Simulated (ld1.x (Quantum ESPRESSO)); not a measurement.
Values are calculated unless marked as measured or tabulated.
## Hardness and transferability of assorted potentials

Generated with ld1.x 7.5 (TM, RRKJ, ultrasoft, PAW), atompaw 4.2 or ONCVPSP 4.0.1. The cutoff is in Ry: for ld1.x and atompaw files where the sum of valence levels is converged to 10 mRy in a Bessel basis, for ONCV files where the hardest occupied wave has 1 mHa per electron of residual kinetic energy. The error is the largest all-electron minus pseudo excitation energy over each file’s own four to seven test configurations (ionisations up to +4, promotions, holes and added fractions of an electron), all of which were solved. The labels leave out finer settings (local radius, basis sizes, second energies), which also bear on the numbers. Spin-polarised tests are not counted. The rows are a selection from randomly drawn settings: files with unsolved tests, undetermined cutoffs or missed reference levels are left out.

A true bound ghost makes a file unfit for plane-wave use even where its test errors are small: the radial tests pick states by their node count and pass the ghost by.

```csv
element,potential,cutoff (Ry),largest error (meV),bound ghosts
N,"TM semilocal, PBEsol, scalar-relativistic, rc 0.80/1.65/1.40 (spd), local s, core correction yes, reference 2s2 2p3",55,+1285,none
Sc,"RRKJ, LDA (PZ), scalar-relativistic, rc 3.00/4.20/1.35 (spd), local smoothed, core correction yes, reference 3d1 4s1.5 4p0.5",70,-254,none
As,"ultrasoft, PBE, scalar-relativistic, rc 1.80/2.15 (sp), local smoothed, core correction yes, reference 4s2 4p2.5",10,-415,none
Br,"PAW, revPBE, scalar-relativistic, rc 1.30/1.45/1.50 (spd), local smoothed, core correction yes, reference 4s1.75 4p5.25",25,-19,"d, s"
Zr,"TM, PBE, fully relativistic, rc 3.35/1.70/1.75/3.30 (spdf), local s, core correction yes, reference 4p6 4d2 5s2 5p0",40,-1117,none
Cd,"TM, PBEsol, fully relativistic, rc 1.70/0.85/1.85 (spd), local smoothed, core correction no, reference 4p6 4d10 5s1.5 5p0",180,-575,none
Cs,"TM, Wu–Cohen, scalar-relativistic, rc 3.00/2.70/4.20 (spd), local smoothed, core correction yes, reference 5s2 5p6 5d1 6s0 6p0",15,+105,none
```

Fill in the row for Al: TM, PBE, scalar-relativistic, rc 1.85/2.68 (sp), local p, core correction yes, reference 3s2 3p1.

cutoff 10 Ry, largest error -6.1 meV, bound ghosts: none.

Fill in the row for Mg: TM, PBE, non-relativistic, rc 2.35/0.80 (sp), local p, core correction yes, reference 2p6 3s2 3p0.

cutoff 230 Ry, largest error -454 meV, bound ghosts: s.

Fill in the row for P: TM, PBE, non-relativistic, rc 1.40/1.70 (sp), local s, core correction no, reference 3s2 3p3.

cutoff 30 Ry, largest error +55 meV, bound ghosts: none.
